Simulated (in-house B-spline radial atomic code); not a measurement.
Eu III (Eu2+): [Kr] 4d10 4f7 5s2 5p5 5g1 (an excited or competing configuration)

Method: Dirac-Hartree-Fock, average of configuration, Fermi nucleus of rms radius 5.1115 fm. Calculated with a radial B-spline atomic code at the basis-set limit.

Z_r = [3n² - l(l+1)]/(2<r>); Z_e = n√(-2ε); the last column is Slater's effective charge. Values are occupation-weighted means over j. An effective charge above Z reflects the relativistic contraction of the inner shells.

| shell | electrons | ε (eV) | <r> (bohr) | Z_r | Z_e | Slater |
| --- | --- | --- | --- | --- | --- | --- |
| 1s | 2 | -48829 | 0.02231 | 67.22 | 59.91 | 62.70 |
| 2s | 2 | -8154.7 | 0.0945 | 63.49 | 48.96 | 58.85 |
| 2p | 6 | -7284.9 | 0.08362 | 59.80 | 46.28 | 58.85 |
| 3s | 2 | -1862.8 | 0.2482 | 54.38 | 35.10 | 51.75 |
| 3p | 6 | -1583.9 | 0.2467 | 50.66 | 32.37 | 51.75 |
| 3d | 10 | -1199.1 | 0.2256 | 46.55 | 28.16 | 41.85 |
| 4s | 2 | -411.66 | 0.5665 | 42.36 | 22.00 | 35.25 |
| 4p | 6 | -316.8 | 0.5996 | 38.36 | 19.30 | 35.25 |
| 4d | 10 | -179.09 | 0.6566 | 31.98 | 14.51 | 23.85 |
| 5s | 2 | -77.25 | 1.387 | 27.03 | 11.91 | 11.65 |
| 5p | 5 | -52.495 | 1.589 | 22.97 | 9.82 | 11.65 |
| 4f | 7 | -35.684 | 0.8895 | 20.24 | 6.48 | 14.90 |
| 5g | 1 | -4.9007 | 9.153 | 3.00 | 3.00 | - |

The least bound orbital is 5g7/2 at -4.901 eV, and it is also the most diffuse (<r> = 9.153 bohr).

Spin-orbit splittings of the orbital energies (j = l + 1/2 above j = l - 1/2 when positive): 2p 649.9 eV, 3p 135.2 eV, 3d 29.05 eV, 4p 30.01 eV, 4d 5.468 eV, 5p 4.212 eV, 4f 0.6264 eV, 5g -8.116e-05 eV.

For the 1s electron the small component carries 5.5 % of the norm, the zero-frequency Breit interaction raises the level by 143.3 eV, self-energy by 85.42 eV, and vacuum polarisation lowers it by 13.72 eV.
